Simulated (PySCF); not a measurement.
PySCF input:

```python
from pyscf import gto, scf, dft

mol = gto.M(
    atom='''
    Sn   -0.03671029    0.03918510   -0.01708420
    H     0.48868748   -1.34950674   -1.04798386
    H    -0.31208782   -1.02448347    1.41819917
    H     1.65891466    0.41473540    0.48399458
    ''',
    basis='def2-tzvpd',
    ecp='def2-tzvp',
    charge=-1,
    spin=0,
    verbose=4,
)

mf = dft.RKS(mol, xc='m06l').density_fit(auxbasis='def2-universal-jkfit')
mf.grids.level = 4
mf.conv_tol = 1e-9
mf.max_cycle = 100
mf.max_memory = 1500
mf.kernel()
if not mf.converged:
    mf = mf.newton()
    mf.kernel(mf.make_rdm1())
mf.analyze()
```

Task: What final total energy does it print?

Result: -216.26230 Eh (M06-L/def2-TZVPD).

Whether it binds its extra electron was not tested at this geometry.
